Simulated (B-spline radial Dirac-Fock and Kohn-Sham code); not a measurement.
## Mo⁵⁺: photoemission with 300 eV photons

System: Mo⁵⁺, [Kr] 4d1.

The run's input, task.json:

```json
{"items": [{
  "Z": 42,
  "q": 5,
  "cfg": [[1, 0, 2], [2, 0, 2], [2, 1, 6], [3, 0, 2], [3, 1, 6], [3, 2, 10], [4, 0, 2], [4, 1, 6], [4, 2, 1]],
  "A": 98,
  "rrms": 4.4091,
  "do": ["binding", "quiet", "photo", "scan"],
  "hv": [33.3, 80, 100, 150, 300, 874.0, 1100.0, 9251.7, 11100.0, 16700.0, 17000.0, 30000, 40000, 40800.0, 57000.0, 200000]
}]}
```

Command: `python xray_run.py task.json out`

Calculated with a radial atomic solver, using Dirac-Hartree-Slater photoionisation with all multipoles and Dirac-Fock thresholds. The asymmetry parameter β is from the dipole term alone. Kinetic energies are from the vacuum level. Open shells are spread statistically over j, without multiplet splitting.

```
subshell  electrons  binding (eV)  kinetic (eV)  σ (kb)     β
      4s          2         141.7         158.3    90.8  1.99
   4p1/2          2         110.7         189.3    80.1  1.33
   4p3/2          4         107.9         192.1     175  1.32
   4d3/2        0.4         67.71         232.3    22.2  1.02
   4d5/2        0.6         67.39         232.6    33.3  1.05
```

Branching ratios of the spin-orbit partners (statistical value in brackets): 4p 2.19 (2.00), 4d 1.50 (1.50).
